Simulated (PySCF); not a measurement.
# Exercise with solution: dipole moment from atomic charges

ClF3H2OSi2, SMILES O([Si](F)(F)F)[SiH2]Cl. Atoms are numbered in the order given.

```xyz
9

Si     1.0596    -0.6820     0.4626
F      1.5169    -1.8483     1.4508
F      1.5933    -1.0277    -1.0020
F      1.7506     0.6784     0.9354
O     -0.5518    -0.5556     0.4847
Si    -1.8952     0.2999     0.0064
Cl    -1.3134     1.7194    -1.3799
H     -2.8412    -0.6417    -0.6291
H     -2.4657     0.9850     1.1863
```

Coordinates come from a B3LYP-D3(BJ)/def2-SVP optimisation. The structure was generated by enumeration, and PubChem lists no compound with its InChIKey, so it may never have been made. Other conformers were not sampled.

Charges (e) from r2SCAN/def2-TZVP (PySCF):

| atom | IAO | Mulliken |
|---|---|---|
| Si1 | 1.959 | 0.994 |
| F2 | -0.516 | -0.287 |
| F3 | -0.517 | -0.289 |
| F4 | -0.518 | -0.290 |
| O5 | -0.888 | -0.376 |
| Si6 | 1.065 | 0.523 |
| Cl7 | -0.312 | -0.238 |
| H8 | -0.136 | -0.018 |
| H9 | -0.138 | -0.019 |

The dipole moment of the full density is 2.10 D.

**Question.** What dipole moment does each set of point charges give, and which comes closer to that of the density?

**Answer.** 
μ = Σ q r, and 1 e Å = 4.8032 D.
IAO: Σ q r = (-0.829, 0.025, 0.120) e Å, |μ| = 4.03 D.
Mulliken: Σ q r = (-0.723, -0.098, 0.200) e Å, |μ| = 3.64 D.
Mulliken comes closer in size. Point charges leave out the atoms' own dipoles (lone pairs, polarised bonds); fits to the potential absorb them, partitions of the density don't.
